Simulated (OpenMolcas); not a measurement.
Re5+: ligand-field states by method

Re5+ with 6 ligands (fluoride) in octahedral coordination (Oh) at 1.89 Å. A charge of +0.167 e stands 2.6 Å behind each ligand. Ligand basis ANO-RCC-VDZP.
```
Re    0.0000    0.0000    0.0000
F     1.8900    0.0000    0.0000
F     0.0000    1.8900    0.0000
F    -1.8900    0.0000    0.0000
F     0.0000   -1.8900    0.0000
F     0.0000    0.0000    1.8900
F     0.0000    0.0000   -1.8900
```

| Item | Value |
| --- | --- |
| Program | OpenMolcas |
| Basis | ANO-RCC-VTZP [8s7p5d3f2g1h] |
| Scalar Hamiltonian | DKH2, point nucleus |
| Active space | 2 electrons in 5 orbitals (5d) |
| State averaging | 2S+1 = 3 even, 10 roots; 2S+1 = 1 even, 15 roots |
| Spin-orbit coupling | RASSI with atomic mean-field integrals over the reference wave functions |

I. CASSCF
II. SS-CASPT2, IPEA 0.25 Eh, imaginary shift 0.1 Eh (closed shells correlated: 5s 5p and the ligand valence shells)

Spin-free states (labels of O, the rotations of Oh) in cm-1, each column counted from its own energy of the first state listed:

```csv
State,Degeneracy,I,II
3T1,3,0,0
1T2,3,9748,6960
1E,2,10178,7030
1A1,1,23237,17430
3T2,3,39492,39770
3T1,3,48311,46590
1T2,3,49824,46960
1T1,3,53010,48450
3A2,1,80185,81210
1E,2,91564,87160
1A1,1,103886,95930
```

From I to II, I's first state of the same spin (3T2) moves from 39492 to 39770 cm-1, by about +270 cm-1.

From I to II, I's first state of another spin (1T2) moves from 9748 to 6960 cm-1, by about -2800 cm-1.

χT at 300 K: I 0.14, II 0.12 cm3 K/mol.

The states above are spin-free; spin-orbit coupling is strong here and shifts and splits them by thousands of cm-1.

Roots that are degenerate in the reference are averaged as groups; the widest CASPT2 spread within a group is 1200 cm-1 (the 3-fold group of multiplicity 1 near 48500 cm-1 above the lowest state of its run, II). Shifts and gaps below about the spread of the groups concerned are not significant. Over all roots computed the reference weight is 0.68 to 0.70 in II; a low but even weight reflects the number of correlated electrons. An orbital triplet at a regular site is open to Jahn-Teller coupling, which can distort the site and quench the lowest spin-orbit gaps and is left out. The least metal-like active orbital is 71 % on the metal (Löwdin) and no ligand orbital is active, so the numbers are rough. Ligand-to-metal charge-transfer states are missing. With no ligand orbital active B as a rule stays too high, so bands that hang on it stand too high and its fall with covalency is understated. Without dynamic correlation the repulsion within the d shell is too large (B by tens of per cent), so at a given field states of lower spin stand too high (holds for I). With metal d orbitals alone the field can be off either way by tens of per cent (holds for I). With one d shell and no ligand orbital active, 10Dq can be off by a tenth or more (holds for II). No measured value stands beside these numbers; the geometry was imposed, not optimised, and the real ion may take another.
